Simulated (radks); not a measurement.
Values are calculated unless marked as measured or tabulated.
Charge is removed step by step from the 1s down level of S7+, starting from 1s(up 1, down 1) 2s2 2p5. Level of theory: scalar-relativistic Kohn-Sham, BLYP, spin-polarised, spherical densities, finite nucleus; open shells are filled with parallel spins first; Fermi nuclear charge, rms radius 3.2611 fm (a radial shooting solver on a logarithmic mesh with Libxc functionals).

| removed (e) | E - E(0) (eV) | eigenvalue (eV) |
|---|---|---|
| 0 | 0.000 | -2577.4 |
| 0.125 | 323.54 | -2599.7 |
| 0.25 | 649.85 | -2621.6 |
| 0.375 | 978.88 | -2643.1 |
| 0.5 | 1310.6 | -2664.0 |
| 0.625 | 1644.8 | -2683.9 |
| 0.75 | 1981.4 | -2702.3 |
| 0.875 | 2320.2 | -2718.1 |

The mean slope of the eigenvalue, de/dn, is 161 eV per electron.
